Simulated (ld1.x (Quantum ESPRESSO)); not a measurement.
# Before and after: ultrasoft potential for Sb

| Item | Value |
| --- | --- |
| Element | Sb |
| Generator | ld1.x (Quantum ESPRESSO) 7.5 |
| Type | ultrasoft |
| Functional | LDA (PZ) |
| Relativity | scalar-relativistic |
| Frozen core | [Kr] |
| Valence charge | 15 |
| Reference configuration | 4d10 5s2 5p3 |
| Partial waves | 5s (bound): rcut 1.80, rcutus 1.90 bohr; 5s channel at 0.25 Ry: rcut 1.80, rcutus 1.90 bohr; 5p (bound): rcut 2.05, rcutus 2.60 bohr; 5p channel at 0.05 Ry: rcut 2.05, rcutus 2.60 bohr; 4d (bound): rcut 1.30, rcutus 1.70 bohr; 4d channel at -1.55 Ry: rcut 1.30, rcutus 1.70 bohr |
| Local potential | all-electron potential smoothed inside 1.75 bohr (lloc = -1) |
| Core correction | a·sin(br)/r model core inside 0.95 bohr |
| Augmentation charge | built from norm-conserving waves at rcut, not smoothed further |

Change: local potential all-electron potential smoothed inside 2.98 bohr (lloc = -1).

Cutoffs: the cutoffs (Ry, on a coarse ladder) from which the occupation-weighted sum of valence levels, in a spherical-Bessel basis at the reference potential, stays within 10 and 1 mRy of its value at 400 Ry; they do not see the model core or the augmentation charge, which bear on the density cutoff. Errors are all-electron minus pseudo energies relative to the spin-unpolarised reference configuration.

What does the change do?

The potential gets neither clearly harder nor softer (50 Ry and 90 Ry → 50 Ry and 90 Ry); of the 9 tests that both files solve, the error grows in 2 and shrinks in 0 by more than 15 % and 0.3 meV (median size 8.2 → 8.0 meV); neither file shows a bound ghost.

| quantity | base | changed |
| --- | --- | --- |
| cutoff, loose | 50 Ry | 50 Ry |
| cutoff, tight | 90 Ry | 90 Ry |
| bound ghosts | none | none |
| error for 4d10 5s2 5p2, meV [ΔE 8.52 eV] | -2.3 | -2.3 |
| error for 4d10 5s2 5p1, meV [ΔE 24.77 eV] | -7.2 | -7.4 |
| error for 4d10 5s2 5p0, meV [ΔE 49.56 eV] | -15 | -16 |
| error for 4d10 5s1 5p0, meV [ΔE 94.38 eV] | -29 | -30 |
| error for 4d9 5s2 5p4, meV [ΔE 31.00 eV] | -278 | -350 |
| error for 4d10 5s2 5p3.3, meV [ΔE -1.21 eV] | +0.3 | +0.3 |
| error for 4d9 5s2 5p3, meV [ΔE 40.80 eV] | -240 | -310 |
| error for 4d10 5s2 5p3 (spin-polarised), meV [ΔE -1.09 eV] | +8.2 | +8.0 |
| error for 4d10 5s2 5p2 (spin-polarised), meV [ΔE 7.93 eV] | +2.8 | +2.6 |
| lowest overlap eigenvalue by channel | s 0.23, p 0.48, d 0.69 | s 0.47, p 0.59, d 0.85 |
